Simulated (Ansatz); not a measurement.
Relaxation of H₃SbSe (5 atoms, charge 0, multiplicity 1), to a largest force component of 0.015 eV/Å in at most 40 steps.

These are results of Ansatz, RKS revPBE/def2-SVP, not measurements.

```xyz
5
Properties=species:S:1:pos:R:3
Se 0.832 -0.770 0.997
Sb -0.320 0.384 -0.940
H 1.129 -1.985 0.284
H -0.775 -1.106 -1.619
H 1.128 0.278 -1.814
```

Where does it end, and by what steps?

The forces met the threshold. After 5 steps the energy has fallen by 0.156 eV; H3 moved furthest, 0.21 Å.

| step | energy less start (eV) | largest force component (eV/Å) | accepted |
| --- | --- | --- | --- |
| 0 | 0.0000 | 1.613 | yes |
| 1 | -0.1128 | 0.567 | yes |
| 2 | -0.1470 | 0.100 | yes |
| 3 | -0.1547 | 0.036 | yes |
| 4 | -0.1549 | 0.133 | yes |
| 5 | -0.1563 | 0.013 | yes |

```xyz
5
Properties=species:S:1:pos:R:3
Se 0.726 -0.855 1.134
Sb -0.279 0.391 -0.941
H 1.328 -1.964 0.347
H -0.928 -1.035 -1.702
H 1.148 0.264 -1.931
```

The run took 23 s on 1 CPU thread of a shared host.
